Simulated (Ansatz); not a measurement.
Relaxation of CH6OSn (9 atoms, charge 0, multiplicity 1), to a largest force component of 0.03 eV/Å in at most 50 steps.

Level of theory: Ansatz, UKS PBE-D4/def2-SVP.

```xyz
9
Properties=species:S:1:pos:R:3:forces:R:3
Sn -0.847 1.009 0.308 -0.67 0.75 0.19
H -0.327 -0.804 -2.035 -1.91 1.53 -0.65
O 0.850 -0.010 1.497 -0.01 -0.01 -0.02
C 0.703 -0.525 0.310 0.72 -0.43 0.41
H 0.201 -1.253 -1.903 1.86 -1.78 0.11
H -2.010 0.771 1.588 0.00 -0.01 0.00
H -0.195 2.607 0.572 0.00 0.00 -0.01
H 0.204 -1.519 0.176 -0.02 -0.05 -0.01
H 1.421 -0.275 -0.513 0.03 -0.02 -0.02
```

**Question.** Where does it end, and by what steps?

**Answer.** The run converged. After 7 steps the energy has fallen by 0.330 eV; H5 moved furthest, 0.79 Å.

| step | energy less start (eV) | largest force component (eV/Å) | accepted |
| --- | --- | --- | --- |
| 0 | 0.0000 | 1.908 | yes |
| 1 | -0.2095 | 0.300 | yes |
| 2 | -0.2656 | 0.269 | yes |
| 3 | -0.3095 | 0.232 | yes |
| 4 | -0.3107 | 0.293 | yes |
| 5 | -0.3285 | 0.093 | yes |
| 6 | -0.3292 | 0.032 | yes |
| 7 | -0.3296 | 0.019 | yes |

```xyz
9
Properties=species:S:1:pos:R:3
Sn -0.985 1.190 0.391
H -0.259 -1.072 -2.394
O 0.820 0.069 1.587
C 0.751 -0.491 0.451
H 0.211 -1.647 -2.593
H -1.976 0.910 1.820
H -0.200 2.707 0.826
H 0.201 -1.459 0.302
H 1.438 -0.207 -0.391
```

Whether the end is a true minimum wasn't checked by a vibrational analysis.

The run took 9.7 s on 2 threads of INTEL(R) XEON(R) PLATINUM 8581C CPU @ 2.30GHz (Emerald Rapids), on a shared host, peak memory 0.17 GiB.
